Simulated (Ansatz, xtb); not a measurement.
**C4H6F3N: which of two isomers lies lower**

Structure I is `C/N=C/CC(F)(F)F`, a singlet and structure II is `C/C=N/CC(F)(F)F`, a singlet. Both are isolated molecules in the gas phase, relaxed with PBE0-D3(BJ)/def2-SVP, each in the lowest conformer that the search found.

Problem. Which of the two would you expect CCSD(T)/def2-SVP + ΔMP2/def2-TZVPP electronic energies to favour?

Solution. Too close to call at this level: CCSD(T)/def2-SVP + ΔMP2/def2-TZVPP gives E(II) − E(I) = −0.89 kcal/mol.

Level by level:

| level | geometry | E(II) − E(I) (kcal/mol) | departure from the last row (kcal/mol) | job, with rough time for the two |
| --- | --- | --- | --- | --- |
| GFN2-xTB | GFN2-xTB | −0.19 | +0.69 | optimisation, 0.17 s |
| HF/STO-3G | GFN2-xTB | +0.42 | +1.31 | single point, 0.24 s |
| r2SCAN-D4/def2-SVP | GFN2-xTB | −0.87 | +0.02 | single point, 1.7 s |
| PBE0-D3(BJ)/def2-SVP | PBE0-D3(BJ)/def2-SVP | −0.78 | +0.11 | optimisation, 23 s |
| HF/def2-SVP | PBE0-D3(BJ)/def2-SVP | −1.24 | −0.36 | part of the CCSD(T) run |
| MP2/def2-SVP | PBE0-D3(BJ)/def2-SVP | −0.46 | +0.43 | part of the CCSD(T) run |
| CCSD(T)/def2-SVP | PBE0-D3(BJ)/def2-SVP | −0.43 | +0.46 | single point |
| CCSD(T)/def2-SVP + ΔMP2/def2-TZVPP | PBE0-D3(BJ)/def2-SVP | −0.89 |  | single point, 31 s |

As drawn, both hold the same kinds of bond in the same numbers.

The largest departure from CCSD(T)/def2-SVP + ΔMP2/def2-TZVPP is that of HF/STO-3G, 1.31 kcal/mol. The last row adds to CCSD(T) the change of the MP2 difference between the two basis sets, here −0.46 kcal/mol.

With thermal terms from frequencies at re-optimised GFN2-xTB minima (ideal gas, soft modes damped towards free rotors, one conformer each, 298.15 K, 1 atm): the zero-point term adds −0.08 kcal/mol; ΔH is −0.92 and ΔG −1.01 kcal/mol.

The correlated steps freeze 8 core orbitals. Codes used: Ansatz 0.2.0, xtb 6.7.1; the last row on 4 threads of Intel(R) Xeon(R) 6975P-C (Granite Rapids) on a shared host.
